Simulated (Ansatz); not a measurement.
Mulliken charges of F₂H₅NSi₂, SMILES `F[SiH](F)N[SiH3]` from B3LYP/def2-TZVPP in Ansatz (PBE0-D4/def2-TZVP geometry).

```
atom   x (Å)   y (Å)   z (Å)  charge (e)
  F1  -0.280   1.367   2.270      -0.310
 Si2  -0.763   1.076   0.786       0.780
  F3  -1.140   2.506   0.208      -0.312
  N4   0.454   0.370  -0.155      -0.336
 Si5   0.553  -1.256  -0.752       0.333
  H6  -1.952   0.215   0.835      -0.089
  H7   1.245   0.964  -0.369       0.119
  H8   0.677  -1.271  -2.233      -0.064
  H9  -0.696  -1.941  -0.341      -0.058
 H10   1.727  -1.970  -0.185      -0.064
```

Question: By hand: the dipole of these point charges (1 e Å = 4.8032 D).

Answer: Σ q r = (0.087, -0.493, -0.298) e Å, of length 0.583 e Å = 2.80 D.

Question: How does the dipole of the full density compare? (Estimate.)

Answer: The calculation gave: (0.185, -0.239, -0.239) e Å, 1.85 D; the point charges give 1.51 times that, at 24° from its direction.

Point charges leave out the atoms' own dipoles, such as those of lone pairs, and Mulliken's split depends on the basis, so the two needn't agree.

B3LYP here is the variant with VWN-RPA as its local correlation; programs differ in this.
